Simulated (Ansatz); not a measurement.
Consider the ligand exchange at a Zn–C bond: `C[O][Zn][CH3]` + HCl → `C[O][Zn][Cl]` + CH₄.

Program: Ansatz. Geometries: PBE0-D4/def2-TZVP. ΔE: electronic, gas phase. CBS: MP2 limit from def2 TZ/QZ plus the TZ coupled-cluster correction, frozen cores. This one scheme is used for every species. DFT in def2-TZVPP. B3LYP here is the variant with VWN-RPA as its local correlation; programs differ in this. HSE06 is defined as in plane-wave codes. For Zn outer-core shells are correlated without core-valence functions, which leaves a few kJ/mol of doubt a bond. Scalar relativity is left out up to krypton. One conformer a species, not always the lowest.

```csv
level,ΔE (kJ/mol),difference from CCSD(T)/CBS
LDA (SPW92),-120.4,24.0
PBE-D4,-129.2,15.2
revPBE-D4,-129.8,14.6
BLYP-D4,-132.4,12.0
r2SCAN-D4,-140.8,3.6
B97M-V,-145.2,-0.8
PBE0-D4,-138.9,5.5
B3LYP-D4,-139.9,4.5
r2SCANh-D4,-143.1,1.3
r2SCAN0-D4,-146.5,-2.1
HSE06-D4,-139.4,5.0
BHLYP-D4,-153.1,-8.7
CAM-B3LYP-D4,-140.6,3.8
ωB97M-V,-138.9,5.5
B2PLYP,-141.1,3.3
PBE-QIDH,-143.9,0.5
PBE,-129.8,14.6
revPBE,-132.2,12.2
r2SCAN,-141.0,3.4
PBE0,-139.4,5.0
B3LYP,-140.7,3.7
r2SCANh,-143.3,1.1
r2SCAN0,-146.7,-2.3
HSE06,-139.7,4.7
BHLYP,-153.3,-8.9
CAM-B3LYP,-141.0,3.4
RPA@PBE/def2-TZVPP,-129.5,14.9
HF/def2-SVP,-173.2,-28.8
MP2/def2-SVP,-140.3,4.1
CCSD(T)/def2-SVP,-140.4,4.0
HF/def2-TZVPP,-176.6,-32.2
MP2/def2-TZVPP,-135.0,9.4
SCS-MP2/def2-TZVPP,-139.7,4.7
CCSD/def2-TZVPP,-141.3,3.1
CCSD(T)/def2-TZVPP,-137.1,7.3
HF/def2-QZVPP,-179.9,-35.5
MP2/def2-QZVPP,-140.4,4.0
SCS-MP2/def2-QZVPP,-145.0,-0.6
MP2/CBS(def2),-142.3,2.1
CCSD/CBS(def2),-148.5,-4.1
CCSD(T)/CBS,-144.4,0
```

Largest T1 diagnostic among the species: 0.015.

In def2-TZVPP, CCSD(T) changes the Hartree–Fock value by +39.5 kJ/mol (the triples alone add +4.2 kJ/mol) and MP2 by +41.6 kJ/mol. From BLYP to BHLYP (50 % exact exchange), in def2-TZVPP and without D4, ΔE moves by −19.5 kJ/mol. Leaving LDA and LC-ωPBE aside and taking each functional with its dispersion term where it has one, the values spread over 23.9 kJ/mol, from BHLYP-D4 to PBE-D4. LDA lies +9.4 kJ/mol from PBE without D4.
